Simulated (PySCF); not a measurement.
1-bromo-1,1-dichloroethane (C₂H₃BrCl₂), SMILES C(Cl)(C)(Cl)Br. Atoms are numbered in the order given.

```xyz
8

C     -0.6976     1.7858     0.0000
C     -0.4843     0.2855     0.0000
Cl    -1.2224    -0.4436    -1.4628
Cl    -1.2224    -0.4436     1.4628
Br     1.4546    -0.1083     0.0000
H     -0.2408     2.2251    -0.8974
H     -0.2408     2.2251     0.8974
H     -1.7774     1.9941     0.0000
```

Coordinates come from a B3LYP-D3(BJ)/def2-SVP optimisation.

Level of theory: PBE/pcSseg-1 run with PySCF.

GIAO shieldings, no solvent; atoms alike by connectivity are averaged. δ = σ(ref) − σ: ¹³C against TMS (σ = 182.0 ppm); ³⁵Cl against HCl (σ = 936.5 ppm); ¹H against TMS (σ = 31.49 ppm), references at their B3LYP-D3(BJ)/def2-TZVP geometries, non-relativistic (without spin–orbit terms, shifts of atoms bonded to Cl or Br come out too high).

| nucleus | atoms | count | δ (ppm) |
|---|---|---|---|
| ¹³C | C2 | 1 | 138.7 |
| ¹³C | C1 | 1 | 55.2 |
| ³⁵Cl | Cl3, Cl4 | 2 | 564.2 |
| ¹H | H6, H7, H8 | 3 | 2.98 |
